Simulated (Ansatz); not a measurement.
Stepwise reaction of `[F][Hf]([F])([SeH])[SeH]` with hydrogen fluoride, as a gas-phase model of exchange steps in deposition or etching. ΔE in kJ/mol.

Gas-phase electronic energies from Ansatz, PBE0-D4/def2-TZVP geometries. CCSD(T)/CBS is the MP2 limit (def2-TZVPP, def2-QZVPP) plus CCSD(T) − MP2 in def2-TZVPP, frozen cores. This one scheme is used for every species. DFT in def2-TZVPP. B3LYP here is the variant with VWN-RPA as its local correlation; programs differ in this. def2 core potentials past Kr. For Hf, Se outer-core shells are correlated without core-valence functions, which leaves a few kJ/mol of doubt a bond. Scalar relativity is left out up to krypton. One conformer a species, not always the lowest.

```csv
step,reaction,PBE-D4,B3LYP-D4,ωB97M-V,CCSD(T)/CBS
1,`[F][Hf]([F])([SeH])[SeH]` + H–F → `[F][Hf]([F])([F])[SeH]` + H₂Se,-79.8,-86.1,-86.4,-71.5
2,`[F][Hf]([F])([F])[SeH]` + H–F → `[F][Hf]([F])([F])[F]` + H₂Se,-81.8,-88.1,-86.1,-74.3
```

Question: By hand: ΔE of the 2 steps together at CCSD(T)/CBS.

Answer: (-71.5) + (-74.3) = -145.8 kJ/mol, or -72.9 kJ/mol a step.

In ΔE the steps differ by no more than 2.8 kJ/mol. All are downhill at CCSD(T)/CBS. PBE-D4 differs from CCSD(T)/CBS by -8.3 to -7.5 kJ/mol a step. Isolated molecules leave out the surface, adducts and barriers. Largest T1 diagnostic: 0.016.
